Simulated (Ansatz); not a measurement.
Relaxation of AlH₅O₃Si (10 atoms, charge 0, multiplicity 1), to a largest force component of 0.02 eV/Å in at most 40 steps.

The calculation used RKS revPBE-D4/6-31G (Ansatz 0.2.0).

```xyz
10
Properties=species:S:1:pos:R:3
Al 0.000 0.000 0.000
O 0.000 0.000 1.780
Si -1.315 -0.407 2.744
H -2.239 -1.240 1.980
H -0.851 -1.143 3.916
H -1.999 0.809 3.173
O 1.542 0.000 -0.890
H 1.841 -0.952 -1.045
O -1.542 0.000 -0.890
H -2.051 -0.847 -0.681
```

Task: Where does it end, and by what steps?

Result: The forces met the threshold. The force dipped under the threshold on the way, but the program's further checks kept it going. Limits of this set-up: no polarisation functions. After 15 steps the energy has fallen by 0.874 eV; H4 moved furthest, 1.31 Å.

| step | energy less start (eV) | largest force component (eV/Å) | accepted |
| --- | --- | --- | --- |
| 0 | 0.0000 | 2.053 | yes |
| 1 | -0.2979 | 1.376 | yes |
| 2 | -0.4141 | 1.629 | yes |
| 3 | -0.5588 | 0.838 | yes |
| 4 | -0.6561 | 0.355 | yes |
| 5 | -0.7150 | 0.297 | yes |
| 6 | -0.7843 | 0.306 | yes |
| 7 | -0.8375 | 0.210 | yes |
| 8 | -0.8650 | 0.269 | yes |
| 9 | -0.8730 | 0.024 | yes |
| 10 | -0.8738 | 0.011 | yes |
| 11 | -0.8735 | 0.191 | no |
| 12 | -0.8739 | 0.097 | yes |
| 13 | -0.8741 | 0.024 | yes |
| 14 | -0.8738 | 0.039 | no |
| 15 | -0.8742 | 0.002 | yes |

```xyz
10
Properties=species:S:1:pos:R:3
Al -0.213 -0.344 -0.163
O -0.955 -0.398 1.381
Si -1.365 -0.437 3.040
H -2.625 -1.261 3.231
H -0.249 -1.059 3.861
H -1.621 0.971 3.546
O 1.521 -0.292 -0.273
H 2.094 -0.261 -1.059
O -1.122 -0.338 -1.645
H -2.076 -0.361 -1.832
```

Whether the end is a true minimum wasn't checked by a vibrational analysis.

Time of the run: 44 s on 1 thread of Arm Neoverse V2, on a shared host, peak memory 0.14 GiB.
